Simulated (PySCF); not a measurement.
PySCF job for B(Cl)(F)(OAc) (C2H3BClFO2), SMILES CC(=O)OB(F)Cl, TDA-PBE/def2-SVPD. Coordinates come from a ωB97X-D3(BJ)/def2-SVP optimisation. Other conformers were not sampled.

```python
import numpy as np
from pyscf import gto, scf, dft, tdscf

mol = gto.M(
    atom='''
    B     0.73688306    0.39538121    0.66707695
    Cl    0.22894009   -0.94894626    1.66504517
    F     1.60804718    1.26252702    1.14911920
    O     0.34393159    0.56471258   -0.62842660
    C    -0.81314602    0.08212147   -1.20414070
    C    -0.61766619   -0.17464486   -2.67039232
    O    -1.81881618   -0.05789737   -0.57830928
    H    -1.56527815   -0.49578643   -3.11819220
    H     0.15061416   -0.95125374   -2.80535292
    H    -0.25020731    0.74009599   -3.15859529
    ''',
    basis='def2-SVPD',
    charge=0,
    spin=0,
    max_memory=1600,
    verbose=4,
)
mf = dft.RKS(mol, xc='pbe').density_fit(auxbasis='def2-universal-jkfit')
mf.grids.level = 3
mf.conv_tol = 1e-9
mf.max_cycle = 100
mf.kernel()
mf.grids = dft.Grids(mol).set(level=1).build(with_non0tab=True)  # coarser grid for the response kernel
td = tdscf.TDA(mf)
td.singlet = True
td.nstates = 10
td.conv_tol = 1e-4
td.positive_eig_threshold = 1e-6
td.kernel(x0=td.get_init_guess(mf, 15))
td.analyze()
tt = tdscf.TDA(mf)
tt.singlet = False
tt.nstates = 4
tt.conv_tol = 1e-4
tt.positive_eig_threshold = 1e-6
tt.kernel(x0=tt.get_init_guess(mf, 9))
tt.analyze(verbose=3)
```

Program output:

```
PySCF version 2.14.0

[INPUT] verbose = 4
[INPUT] num. atoms = 10
[INPUT] num. electrons = 62
[INPUT] charge = 0
[INPUT] spin (= nelec alpha-beta = 2S) = 0
[INPUT] symmetry False subgroup None
[INPUT] Mole.unit = angstrom
[INPUT] Symbol           X                Y                Z      unit          X                Y                Z       unit  Magmom
[INPUT]  1 B      0.736883060000   0.395381210000   0.667076950000 AA    1.392507169231   0.747162201699   1.260592739510 Bohr   0.0
[INPUT]  2 Cl     0.228940090000  -0.948946260000   1.665045170000 AA    0.432634069033  -1.793248538330   3.146479356330 Bohr   0.0
[INPUT]  3 F      1.608047180000   1.262527020000   1.149119200000 AA    3.038768765579   2.385830292663   2.171520572479 Bohr   0.0
[INPUT]  4 O      0.343931590000   0.564712580000  -0.628426600000 AA    0.649936510686   1.067152115297  -1.187554163392 Bohr   0.0
[INPUT]  5 C     -0.813146020000   0.082121470000  -1.204140700000 AA   -1.536623277080   0.155187087247  -2.275496138442 Bohr   0.0
[INPUT]  6 C     -0.617666190000  -0.174644860000  -2.670392320000 AA   -1.167219935504  -0.330030954463  -5.046310129942 Bohr   0.0
[INPUT]  7 O     -1.818816180000  -0.057897370000  -0.578309280000 AA   -3.437064451128  -0.109410172633  -1.092846154494 Bohr   0.0
[INPUT]  8 H     -1.565278150000  -0.495786430000  -3.118192200000 AA   -2.957947012266  -0.936900568976  -5.892529261755 Bohr   0.0
[INPUT]  9 H      0.150614160000  -0.951253740000  -2.805352920000 AA    0.284619512881  -1.797609043568  -5.301348701549 Bohr   0.0
[INPUT] 10 H     -0.250207310000   0.740095990000  -3.158595290000 AA   -0.472823290264   1.398578726989  -5.968880036441 Bohr   0.0

nuclear repulsion = 347.61606680611
number of shells = 74
number of NR pGTOs = 264
number of NR cGTOs = 180
basis = def2-SVPD
ecp = {}


[settings echo left out]
init E= -813.338883563052
  HOMO = -0.346032815333724  LUMO = -0.105014093869204  gap/eV = 6.55845
cycle= 1 E= -812.361567311037  delta_E= 0.977  |g|= 1.05  |ddm|= 4.64
  HOMO = -0.100572798284747  LUMO = -0.0383006336347846  gap/eV = 1.69451
cycle= 2 E= -811.371008364425  delta_E= 0.991  |g|= 2.42  |ddm|= 4.48
  HOMO = -0.279263671273918  LUMO = -0.0768646305639002  gap/eV = 5.50756
cycle= 3 E= -812.520385263729  delta_E= -1.15  |g|= 0.498  |ddm|= 3.67
  HOMO = -0.261209842749919  LUMO = -0.0781156851982798  gap/eV = 4.98225
cycle= 4 E= -812.568266515639  delta_E= -0.0479  |g|= 0.143  |ddm|= 0.55
  HOMO = -0.262266528878835  LUMO = -0.0808184102453784  gap/eV = 4.93745
cycle= 5 E= -812.570942950827  delta_E= -0.00268  |g|= 0.0716  |ddm|=  0.2
  HOMO = -0.261689640612015  LUMO = -0.0803876378957296  gap/eV = 4.93348
cycle= 6 E= -812.572058076586  delta_E= -0.00112  |g|= 0.0137  |ddm|= 0.0865
  HOMO = -0.261021329035342  LUMO = -0.0795328417189172  gap/eV = 4.93855
cycle= 7 E= -812.572094045015  delta_E= -3.6e-05  |g|= 0.0054  |ddm|= 0.0201
  HOMO = -0.261392160624137  LUMO = -0.0796271315583716  gap/eV = 4.94608
cycle= 8 E= -812.572099161433  delta_E= -5.12e-06  |g|= 0.00161  |ddm|= 0.00594
  HOMO = -0.261474117256442  LUMO = -0.0797146087448577  gap/eV = 4.94593
cycle= 9 E= -812.572099663149  delta_E= -5.02e-07  |g|= 0.000311  |ddm|= 0.00221
  HOMO = -0.26148275789545  LUMO = -0.0797104167859852  gap/eV = 4.94628
cycle= 10 E= -812.572099682254  delta_E= -1.91e-08  |g|= 0.000132  |ddm|= 0.000585
  HOMO = -0.261488846630443  LUMO = -0.0797125926807434  gap/eV = 4.94638
cycle= 11 E= -812.57209968547  delta_E= -3.22e-09  |g|= 8.25e-05  |ddm|= 0.000282
  HOMO = -0.261485875324512  LUMO = -0.0797113268376668  gap/eV = 4.94634
cycle= 12 E= -812.572099687052  delta_E= -1.58e-09  |g|= 4.99e-06  |ddm|= 0.000126
  HOMO = -0.261485023119343  LUMO = -0.0797109245488445  gap/eV = 4.94633
cycle= 13 E= -812.572099687054  delta_E= -2.5e-12  |g|= 4.28e-06  |ddm|= 1.26e-05
  HOMO = -0.261485577855007  LUMO = -0.0797113830562886  gap/eV = 4.94633
Extra cycle  E= -812.572099687046  delta_E= 8.64e-12  |g|= 7.67e-06  |ddm|= 1.27e-05
converged SCF energy = -812.572099687046
tot grids = 44936
Overwritten attributes  positive_eig_threshold  of <class 'pyscf.tdscf.rks.TDA'>


******** <class 'pyscf.tdscf.rks.TDA'> for <class 'pyscf.df.df_jk.DFRKS'> ********
nstates = 10 singlet
deg_eia_thresh = 1.000e-03
wfnsym = None
conv_tol = 0.0001
eigh lindep = 1e-12
eigh level_shift = 0
eigh max_cycle = 100


Excitation energies (eV)
[5.13611617 6.02191915 6.296403   6.48387266 6.58098876 7.30818639
 7.39858153 7.44799518 7.57573237 7.64119572]

** Singlet excitation energies and oscillator strengths **
Excited State   1:      5.13612 eV    241.40 nm  f=0.0009
      31 -> 32       -0.70421
Excited State   2:      6.02192 eV    205.89 nm  f=0.0017
      30 -> 32        0.70515
Excited State   3:      6.29640 eV    196.91 nm  f=0.0025
      31 -> 33       -0.70124
Excited State   4:      6.48387 eV    191.22 nm  f=0.0232
      28 -> 32       -0.17112
      29 -> 32       -0.64419
      31 -> 34       -0.18418
Excited State   5:      6.58099 eV    188.40 nm  f=0.0380
      28 -> 32        0.10069
      29 -> 32        0.15849
      31 -> 34       -0.67967
Excited State   6:      7.30819 eV    169.65 nm  f=0.0015
      30 -> 33        0.69307
Excited State   7:      7.39858 eV    167.58 nm  f=0.0374
      28 -> 32        0.33114
      29 -> 33        0.15194
      31 -> 35        0.57484
Excited State   8:      7.44800 eV    166.47 nm  f=0.0007
      27 -> 32       -0.68587
      28 -> 33        0.10162
Excited State   9:      7.57573 eV    163.66 nm  f=0.0181
      26 -> 32        0.12352
      28 -> 32        0.31267
      28 -> 33       -0.10710
      29 -> 32       -0.10950
      29 -> 33        0.21592
      30 -> 34       -0.42416
      31 -> 35       -0.33611
Excited State  10:      7.64120 eV    162.26 nm  f=0.0860
      28 -> 32       -0.24734
      29 -> 33       -0.17237
      30 -> 34       -0.56183
      31 -> 35        0.21501

** Transition electric dipole moments (AU) **
state          X           Y           Z        Dip. S.      Osc.
  1        -0.0327     -0.0765      0.0076      0.0070      0.0009
  2         0.0580      0.0031      0.0918      0.0118      0.0017
  3         0.1059     -0.0617      0.0332      0.0161      0.0025
  4         0.1024     -0.2110      0.3017      0.1460      0.0232
  5        -0.2053     -0.0562     -0.4361      0.2355      0.0380
  6         0.0018     -0.0449      0.0797      0.0084      0.0015
  7         0.2663      0.0233      0.3670      0.2062      0.0374
  8         0.0371      0.0207      0.0427      0.0036      0.0007
  9         0.2737     -0.0754      0.1301      0.0975      0.0181
 10        -0.4497     -0.0686     -0.5026      0.4595      0.0860

** Transition velocity dipole moments (imaginary part, AU) **
state          X           Y           Z        Dip. S.      Osc.
  1        -0.0103      0.0086     -0.0047      0.0002      0.0007
  2         0.0034     -0.0004      0.0170      0.0003      0.0009
  3         0.0006      0.0110      0.0075      0.0002      0.0005
  4         0.0037     -0.0185      0.0420      0.0021      0.0059
  5        -0.0376     -0.0202     -0.1000      0.0118      0.0326
  6         0.0153     -0.0013      0.0143      0.0004      0.0011
  7         0.0222     -0.0098      0.0906      0.0088      0.0216
  8         0.0086      0.0178     -0.0087      0.0005      0.0011
  9         0.0109     -0.0266      0.0170      0.0011      0.0027
 10        -0.0752     -0.0110     -0.1197      0.0201      0.0477

** Transition magnetic dipole moments (imaginary part, AU) **
state          X           Y           Z
  1         0.6284     -0.1130     -0.2154
  2        -0.0203      0.0039     -0.2169
  3         0.3616      0.4532     -0.3061
  4        -0.1250      0.3541      0.2427
  5         0.0101      0.3557     -0.1491
  6        -0.2619     -0.1905      0.0677
  7        -0.0016      0.0104      0.2510
  8         0.1421     -0.0193     -0.0418
  9        -0.1381      0.5062      0.3337
 10        -0.2426     -0.1130      0.0216


******** <class 'pyscf.tdscf.rks.TDA'> for <class 'pyscf.df.df_jk.DFRKS'> ********
nstates = 4 triplet
deg_eia_thresh = 1.000e-03
wfnsym = None
conv_tol = 0.0001
eigh lindep = 1e-12
eigh level_shift = 0
eigh max_cycle = 100


Excitation energies (eV)
[4.65883058 5.89125946 5.97565369 6.10654513]

** Triplet excitation energies and oscillator strengths **
Excited State   1:      4.65883 eV    266.13 nm  f=0.0000
Excited State   2:      5.89126 eV    210.45 nm  f=0.0000
Excited State   3:      5.97565 eV    207.48 nm  f=0.0000
Excited State   4:      6.10655 eV    203.03 nm  f=0.0000
```

The run converged.
